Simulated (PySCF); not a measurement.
Two-component Hartree-Fock for Cr⁺ (chromium, charge +1)

Start: [Ar] 3d4 4p1; 3d5/2 filled at m_j = -1/2, +1/2, +3/2, +5/2; 4p3/2 filled at m_j = +3/2. Calculated with PySCF 2.14 in x2c-TZVPall-2c: generalised Hartree-Fock with the X2C-1e Hamiltonian and a Gaussian nucleus; one run each with spin-orbit coupling (SO) switched off, then screened by Boettger's factors. This is a chosen level, not necessarily the ground level.

```tsv
spinor shell	electrons	ε, spin-free (eV)	ε, screened SO (eV)	weight of nominal j (screened SO)	rms radius, screened SO (bohr)
1s1/2	2	-6056.4	-6056.3	1.000	0.0734
2s1/2	2	-737.81	-737.82	1.000	0.316
2p1/2	2	-619.06	-625.01	0.986	0.285
3s1/2	2	-105.60	-105.62	1.000	0.965
3p3/2	4	-70.538	-70.865	0.833	1.04
3p1/2	2	-70.538	-69.953	0.665	1.04
3d5/2	4	-24.428	-24.435	0.692	1.37
4p3/2	1	-10.241	-10.222	1.000	3.90
```

Task: Where does 2p3/2 lie, and what is the 2p spin-orbit splitting (screened SO)?

Result: At -616.18 eV, 8.831 eV above 2p1/2.

```csv
quantity,spin-free,screened SO
E (hartree),-1049.23560,-1049.24536
M_J,11/2,11/2
⟨J²⟩,35.755,35.755
⟨L²⟩,12.005,12.008
⟨S²⟩,8.750,8.749
```

Each row is a mean over spinors that exchange with the open shell spreads, by up to 12.844 eV (3p3/2).

Rows whose weight is well below 1 are mixtures of j = l ± 1/2: exchange outweighs spin-orbit coupling there, and the label is only the starting occupation.

Without spin-orbit coupling the j labels of p, d and f shells carry no meaning; the spin-free column gives the mean over the occupied spinors of each nl shell.
